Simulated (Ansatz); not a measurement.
Reaction (redistribution): `[SiH3][SiH2][GeH2][GeH2][SiH2][GeH3]` + `[GeH3][SiH2][GeH3]` → `[SiH3][SiH2][GeH2][SiH2][GeH3]` + `[GeH3][SiH2][GeH2][GeH3]`

Calculated with Ansatz (gas phase, PBE0-D4/def2-TZVP geometries, no zero-point term in ΔE). CCSD(T)/CBS is the MP2 limit (def2-TZVPP, def2-QZVPP) plus CCSD(T) − MP2 in def2-TZVPP, frozen cores. DFT in def2-TZVPP. For Ge outer-core shells are correlated without core-valence functions, which leaves a few kJ/mol of doubt a bond. Scalar relativity is left out up to krypton. Each species was taken in one conformer, which may not be the lowest.

Problem. Is it downhill or uphill in electronic energy at CCSD(T)/CBS, and by how much? (Best estimate.)

Solution. The calculation gave: Nearly level: ΔE = +1.8 kJ/mol.

Problem. What do these levels give: r2SCAN-D4, B97M-V, ωB97X-V, B2PLYP, PBE, PBE0, BHLYP, RPA@PBE/def2-TZVPP, CCSD/def2-TZVPP, MP2/def2-QZVPP, SCS-MP2/def2-QZVPP, CCSD/CBS(def2)? (Best estimate.)

Solution. Computed: r2SCAN-D4 1.1, B97M-V 1.6, ωB97X-V 1.3, B2PLYP -0.2, PBE -0.8, PBE0 -0.9, BHLYP -1.1, RPA@PBE/def2-TZVPP 1.7, CCSD/def2-TZVPP 1.3, MP2/def2-QZVPP 1.7, SCS-MP2/def2-QZVPP 0.9, CCSD/CBS(def2) 1.1 kJ/mol.

Largest T1 diagnostic among the species: 0.013.

In def2-TZVPP, CCSD(T) changes the Hartree–Fock value by +4.7 kJ/mol (the triples alone add +0.7 kJ/mol) and MP2 by +4.6 kJ/mol. The D4 term adds +4.0 kJ/mol with B3LYP and +2.5 kJ/mol with PBE0; it sums over pairs of atoms, weighted by their polarisabilities, and B3LYP, whose exchange is more repulsive, gets the larger term. Leaving LDA and LC-ωPBE aside and taking each functional with its dispersion term where it has one, the values, not all of them listed here, spread over 2.7 kJ/mol, from B2PLYP to BLYP-D4. LDA lies +3.6 kJ/mol from PBE without D4.

B3LYP here is the variant with VWN-RPA as its local correlation; programs differ in this.
